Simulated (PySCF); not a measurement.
Compound: C7H4FNO.
Geometry (PBE0-D3(BJ)/def2-SVP, Å), atoms numbered from 1 in this order:
```
atom  x, y, z in Å
O1     4.3163    0.4400   -0.2094
C2     3.2076    0.0703   -0.2196
N3     2.1088   -0.4097   -0.2577
C4     0.7494   -0.2119   -0.1092
C5    -0.1191   -1.2916   -0.3086
C6    -1.4919   -1.1248   -0.1647
C7    -1.9909    0.1256    0.1796
F8    -3.3041    0.2870    0.3206
C9    -1.1471    1.2122    0.3804
C10    0.2248    1.0420    0.2356
H11    0.2986   -2.2629   -0.5774
H12   -2.1841   -1.9548   -0.3159
H13   -1.5739    2.1802    0.6482
H14    0.9003    1.8858    0.3906
```

Level: B3LYP/def2-SVPD in PySCF, non-relativistic, on one gas-phase PBE0-D3(BJ)/def2-SVP geometry that isn't relaxed in the solvent. The solvent is an IEF-PCM continuum (van der Waals radii × 1.2), and excitations are vertical TDDFT with non-equilibrium linear response and a frozen core. Specific hydrogen bonds and non-electrostatic terms are outside this model.

```
run  E − E(gas) (kJ/mol)  HOMO (eV)  HOMO–LUMO gap (eV)  dipole (D)  lowest singlet (eV)  static polarisability (au)
gas                 0.00      -6.81                5.59        1.20                 4.86                        94.3
  P               -13.28      -6.68                5.65        1.41                 4.90                       118.3
  Q               -15.25      -6.67                5.66        1.43                 4.91                       122.4
```

**Question.** The runs were made in chloroform and tetrahydrofuran. Which run belongs to which solvent?

**Answer.** P = chloroform, Q = tetrahydrofuran. The dielectric constants are 4.711 (chloroform), 7.426 (tetrahydrofuran), and the energy falls further as ε rises. The optical constants n² used for the excitations are 2.09, 1.97 in the same order. In this model the ground state sees the solvent through ε alone.

**Question.** How constant is the ratio of the lowering to (ε − 1)/(2ε + 1)?

**Answer.** 
```tsv
solvent	(ε − 1)/(2ε + 1)	E − E(gas) (kJ/mol)	ratio (kJ/mol)	polarisation term (kJ/mol)
chloroform	0.356	-13.28	-37.3	-14.68
tetrahydrofuran	0.405	-15.25	-37.6	-17.10
```

The ratio changes by +0.9 % in size from chloroform to tetrahydrofuran. The polarisation term is half the interaction of the solute with the induced surface charges.

Time: 41 s; peak memory 1.1 GiB. Hardware: Arm Neoverse V1, one thread, shared host with 32 logical CPUs at a one-minute load of 13. This is the whole response run at B3LYP/def2-SVPD in tetrahydrofuran, SCF included.
